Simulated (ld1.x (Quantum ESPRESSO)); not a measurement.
## zinc, TM: configuration errors across variants

```json
{"Element": "Zn", "Generator": "ld1.x (Quantum ESPRESSO) 7.5", "Type": "norm-conserving Troullier–Martins (Kleinman–Bylander form)", "Functional": "PBEsol", "Relativity": "fully relativistic", "Frozen core": "[Ar]", "Valence charge": "12", "Reference configuration": "3d10 4s2 4p0", "Partial waves": "4p (bound, empty): rc 2.50 bohr; 3d (bound): rc 0.80 bohr; 4s (bound): rc 1.60 bohr", "Local potential": "the s channel", "Core correction": "a·sin(br)/r model core inside 0.70 bohr"}
```

Open shells are filled in proportion to 2j + 1 (rel_dist='average').

All-electron excitation energies from the reference (eV): (1) 3d10 4s1 4p0 9.900; (2) 3d10 4s0 4p0 28.248; (3) 3d9 4s0 4p0 68.757; (4) 3d8 4s0 4p0 130.537; (5) 3d10 4s1 4p1 5.125; (6) 3d10 4s0 4p1 16.256; (7) 3d9 4s2 4p1 12.282.

Tests that are not counted but printed errors over 1 eV. “wave 4s (bound): rc 1.60 bohr becomes 4s (bound): rc 1.12 bohr”: 3d9 4s2 4p1 (solver errors, printed error -1706 eV).

A true bound ghost makes a file unfit for plane-wave use even where its test errors are small: the radial tests pick states by their node count and pass the ghost by. Where a test does run into it, the solver fails or the error is huge.

Errors AE − PS in meV (a dash: test not solved or not reliable):

| change | (1) | (2) | (3) | (4) | (5) | (6) | (7) | bound ghosts |
| --- | --- | --- | --- | --- | --- | --- | --- | --- |
| base | -8.3 | -56 | -432 | -2384 | -2.4 | -19 | -485 | none |
| wave 4s (bound): rc 1.60 bohr becomes 4s (bound): rc 1.12 bohr | +11 | -11 | -479 | -2468 | +4.7 | -3.0 | – | p3/2, p1/2, s (extra level of the local part) |
| wave 4s (bound): rc 1.60 bohr becomes 4s (bound): rc 1.34 bohr | -3.0 | -27 | -456 | -2479 | +0.7 | -4.1 | -359 | p3/2, p1/2 |
| wave 4s (bound): rc 1.60 bohr becomes 4s (bound): rc 1.84 bohr | -9.3 | -61 | -418 | -2325 | -2.9 | -21 | -494 | none |
| wave 4s (bound): rc 1.60 bohr becomes 4s (bound): rc 2.02 bohr | -8.8 | -59 | -434 | -2376 | -2.8 | -20 | -490 | none |
| wave 4s (bound): rc 1.60 bohr becomes 4s (bound): rc 2.42 bohr | -6.7 | -62 | -577 | -2765 | -3.7 | -27 | -460 | none |

(1) Give the same row for: wave 4s (bound): rc 1.60 bohr becomes 4s (bound): rc 1.56 bohr.

## Answers

(1) -7.9, -54, -437, -2404, -2.1, -17, -480; bound ghosts: none.
